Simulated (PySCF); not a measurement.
**NbS₃⁻, singlet: structure and spectrum**

These are results of PBE/[Nb def2-SVPD with ECP28, S def2-SVPD], scalar-relativistic core potentials, density fitting, no spin–orbit coupling, PySCF, not measurements.

The structure is a minimum.

```xyz
4
charge -1 multiplicity 1, angstrom
Nb    0.0000    0.3171    0.0000
S    -0.0004   -0.3072    2.1371
S     1.8510   -0.3072   -1.0682
S    -1.8506   -0.3072   -1.0689
```

* Point group: C3v
* Bond lengths: Nb–S 2.226 Å (×3)
* Bond angles: S–Nb–S 112.5° (×3)
* Rotational constants: 0.071, 0.071, 0.03848 cm⁻¹
* Lowest empty level: -0.22 eV
* Zero-point energy: 11.1 kJ/mol
* Principal polarisabilities: 89.5, 162.7, 162.7 bohr³
* Heat capacity Cp at 298.15 K: 73.5 J/(mol K)
* Rotational symmetry number: 3
* Enthalpy at 298.15 K above 0 K: 17.03 kJ/mol
* Dipole moment about the centre of mass: 4.10 D
* Highest occupied level: -1.08 eV
* Entropy at 298.15 K and 1 bar: 329.0 J/(mol K)
* Principal quadrupole moments (Buckingham, traceless) about the centre of mass: -11.55, -11.55, 23.09 D Å

Harmonic modes (masses in u: Nb 92.906, S 31.972):
| symmetry | ω (cm⁻¹) | IR (km/mol, summed over degenerate members) | μ (u) | type |
| --- | --- | --- | --- | --- |
| a1 | 111 | 13.1 | 43.98 | bend |
| e | 153 | 1.3 | 34.59 | bend |
| a1 | 464 | 2.3 | 34.02 | stretch |
| e | 488 | 276 | 41.61 | stretch |

In C3v the vibrations span 2a1 + 2e.

Charges (e); Mulliken and Löwdin values are unreliable with diffuse functions:
```csv
atom,Mulliken,Löwdin,polar tensor,Mayer order to Nb1
Nb1,1.09,-0.38,1.25,–
"S2,3,4",-0.70,-0.21,-0.75,1.75
```

Mulliken populations on Nb1 (electrons outside its core potential): s 2.24, p 6.16, d 3.47, f 0.04.

Formally Nb is in oxidation state +5, d0. A d0 centre has no lone pair, yet it is C3v rather than trigonal planar: covalent bonding through the d orbitals favours lower symmetry. The polar-tensor charge on Nb, 1.25, is far below the formal one.

Stability towards spin polarisation was not tested. Other isomers or separated fragments may lie lower.

The final relaxation and frequency run took roughly 80 core-seconds on a shared host.
